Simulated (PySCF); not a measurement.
Does the answer move with the share of exact exchange?

Species: C2H5ClSi2.
InChI=1S/C2H5ClSi2/c3-5-2-1-4/h5H2,4H3

PySCF, pcSseg-2 basis, density fitting, gas phase, PBE0-D3(BJ)/def2-SVP geometry. One functional is left out:

```
functional  exact exchange (%)  HOMO energy (eV)  LUMO energy (eV)  dipole moment (D)
     B97-D                   0             -7.18             -2.05              1.559
      BLYP                   0             -7.05             -2.00              1.524
      BP86                   0             -7.31             -2.26              1.546
       LDA                   0             -7.33             -2.40              1.626
      OPBE                   0             -7.22             -2.10              1.538
       PBE                   0             -7.22             -2.18              1.538
     B97-2                  21             -8.16             -1.32              1.610
      PBE0                  25             -8.41             -1.30              1.616
  mPW1PW91                  25             -8.43             -1.31              1.612
 BHandHLYP                  50             -9.43             -0.28              1.676
```

**Question.** Predict the row of B3LYP (20 % exact exchange) by straight lines through the other rows, and check it.

**Answer.** 
```tsv
property	line	computed	computed − line	B97-2 (21 %), for comparison
HOMO energy (eV)	-8.13	-8.16	-0.03	-8.16
LUMO energy (eV)	-1.43	-1.46	-0.03	-1.32
dipole moment (D)	1.604	1.597	-0.007	1.610
```

**Question.** Which of these properties follows the share of exact exchange most closely, and which least?

**Answer.** Most closely the HOMO energy, least the dipole moment; the correlations over the tabulated rows are HOMO energy -0.994, LUMO energy 0.984, dipole moment 0.839. The HOMO energy moves by -0.452 eV for every 10 %. Functionals with the same share still differ in their other parts: at 0 % BLYP and LDA differ by 0.28 eV in it.
